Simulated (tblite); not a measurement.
Species: C7H7NOS.
Geometry (GFN2-xTB, Å), atoms numbered from 1 in this order:
```
atom  x, y, z in Å
C1    -2.8684    0.7651    1.4506
C2    -1.9387    0.7010    0.4862
C3    -0.6926    0.0665    0.6674
C4     0.4034   -0.4446    0.7007
C5     1.6418   -1.0801    0.8949
S6     1.9868   -1.7813    2.3550
N7     2.5116   -1.0960   -0.1234
C8     2.2595   -0.5012   -1.4125
C9    -2.1806    1.3060   -0.8431
O10   -1.4096    1.2985   -1.7645
H11   -2.7033    0.3290    2.4210
H12   -3.8118    1.2575    1.2818
H13    3.3912   -1.5604    0.0468
H14    1.3831   -0.9530   -1.8835
H15    2.0698    0.5703   -1.3141
H16    3.1260   -0.6532   -2.0502
H17   -3.1753    1.7879   -0.9231
```

All values are computed: GFN2-xTB (tblite) harmonic vibrations without scaling, gas phase. The method is semi-empirical: single wavenumbers can be off by several per cent or more. One conformer, not necessarily the lowest. The optimisation stopped once no atom felt more than 0.01 eV/Å.

Lowest wavenumbers of the output (negative numbers stand for imaginary wavenumbers):
```
mode    cm-1
  1    -119.3
  2      14.7
  3      44.3
  4     102.1
  5     104.9
  6     121.0
  7     142.3
  8     185.5
  9     256.0
 10     285.3
```

Is this structure a minimum?

No. 1 mode is imaginary beyond 20i (119i cm⁻¹), so at this level the point lies at or near a first-order saddle.

Which atoms move in the imaginary mode?

119i: H14 (methyl hydrogen) 35 %, H15 (methyl hydrogen) 35 %, H16 (methyl hydrogen) 25 %. These are shares of the mass-weighted motion.

What is the remedy?

Step along that mode in both directions, optimise again with tighter thresholds and repeat the frequencies. The zero-point energy of this point (74.9 kcal/mol) counts the 44 real modes alone, and thermal corrections from it aren't those of a minimum.
